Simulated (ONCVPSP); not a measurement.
## What one change does to a pseudopotential (germanium (Ge), ONCV)

```json
{"Element": "germanium", "Generator": "ONCVPSP 4.0.1", "Type": "optimised norm-conserving Vanderbilt (ONCV)", "Functional": "PBEsol", "Relativity": "scalar-relativistic", "Frozen core": "[Ar] 3d10", "Valence charge": "4", "Reference configuration": "4s2 4p1.5 (charge +0.5)", "Partial waves": "4s: rc 1.60 bohr, ncon 4, nbas 8, qcut 3.2 1/bohr, 1 projector; 4p: rc 2.25 bohr, ncon 4, nbas 7, qcut 3.3 1/bohr, 2 projectors, debl 3.9 Ha", "Local potential": "polynomial inside 1.35 bohr (lpopt 1, dvloc0 3 Ha)", "Core correction": "Teter function, fcfact 4.75, rcfact 1.6"}
```

Change: core correction Teter function, fcfact 6.6, rcfact 1.6.

Cutoffs: the cutoffs (Ha) at which the residual kinetic energy of the hardest occupied pseudo-wave falls to 1 and 0.1 mHa per electron; they do not see the model core or the augmentation charge, which bear on the density cutoff. Errors are all-electron minus pseudo energies relative to the spin-unpolarised reference configuration.

Task: How do hardness, ghosts and transferability respond?

Result: The potential gets neither clearly harder nor softer (30 Ha and 63 Ha → 30 Ha and 63 Ha); of the 4 tests that both files solve, the error grows in 4 and shrinks in 0 by more than 15 % and 0.3 meV (median size 90.3 → 114.0 meV); neither file shows a bound ghost. A model core, the more so a compact one, raises the density cutoff, which this test does not measure.

| quantity | base | changed |
| --- | --- | --- |
| cutoff, loose | 30 Ha | 30 Ha |
| cutoff, tight | 63 Ha | 63 Ha |
| bound ghosts | none | none |
| GHOST(+) flags under 300 eV | none | none |
| error for 4s2 4p2, meV [ΔE -2.80 eV] | -3.5 | -5.0 |
| error for 4s2 4p1, meV [ΔE 4.65 eV] | -10 | -13 |
| error for 4s2 4p0, meV [ΔE 20.10 eV] | -170 | -215 |
| error for 4s1 4p0, meV [ΔE 54.89 eV] | -751 | -906 |
| s: phases at 1.62 bohr within 0.05 rad from the reference energy up to (Ha; the scan ends near 5) | 0.9 | 0.9 |
| p: phases at 2.28 bohr within 0.05 rad from the reference energy up to (Ha; the scan ends near 5) | to the end of the scan | to the end of the scan |
| rms error of d²Exc/dni dnj with the model core, mHa | 4.90 | 6.81 |
